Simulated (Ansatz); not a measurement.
Basis-set series for CH₂Br₂, SMILES `BrCBr`. The species carries charge 0 and has multiplicity 1. All single points use the PBE0-D4/def2-TZVP geometry.

```
functional       basis  functions  energy (Eh)  HOMO (eV)  LUMO (eV)
   PBE0-D4    def2-SVP         88  -5186.31862      -8.03      -0.70
   PBE0-D4  def2-TZVPP        155  -5186.99050      -8.17      -0.95
   ωB97M-V    def2-SVP         88  -5186.64937     -10.20       1.50
   ωB97M-V  def2-TZVPP        155  -5187.32082     -10.36       1.13
```

Q: Give the rows for def2-QZVPP. (Estimate.)

A: Ansatz gave: 
```
functional       basis  functions  energy (Eh)  HOMO (eV)  LUMO (eV)
   PBE0-D4  def2-QZVPP        295  -5187.09808      -8.19      -1.08
   ωB97M-V  def2-QZVPP        295  -5187.42478     -10.38       0.84
```

Positive LUMOs are unbound and depend on the basis. Scalar relativity is left out up to krypton.
